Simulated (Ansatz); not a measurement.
System: sum formula ReO$_{2}$H$_{2}$ (charge 0, quartet). The spin state was set by rule; other spins were not relaxed. SMILES: [OH][Re][OH]
Geometry from a B3LYP-D3(BJ)/def2-TZVP (Ansatz, a quantum-chemistry and plane-wave program) optimisation:
```
Re
O 1 1.8816
H 2 0.9642 1 126.29
O 1 1.8816 2 168.78 3 -96.88
H 4 0.9642 1 126.29 2 96.88
```
Charge 0, spin multiplicity 4.

Parts of the frozen-core correlation energy in def2-SVPD (Ansatz, hartree). Frozen orbitals: 6; correlated occupied orbitals by spin: 12 and 9; virtual: 79 and 82. Open shells are spin-unrestricted. Spin-orbit coupling is left out. Past Kr the def2 sets carry scalar-relativistic core potentials.

```
term                            value
-------------------------  ----------
reference (HF)             -228.31643
MP2 opposite-spin            -0.38814
MP2 same-spin                -0.16610
CCSD correlation             -0.56539
(T)                          -0.02243
T1 diagnostic                   0.036
largest doubles amplitude       0.059
<S^2> of the reference          3.782
```
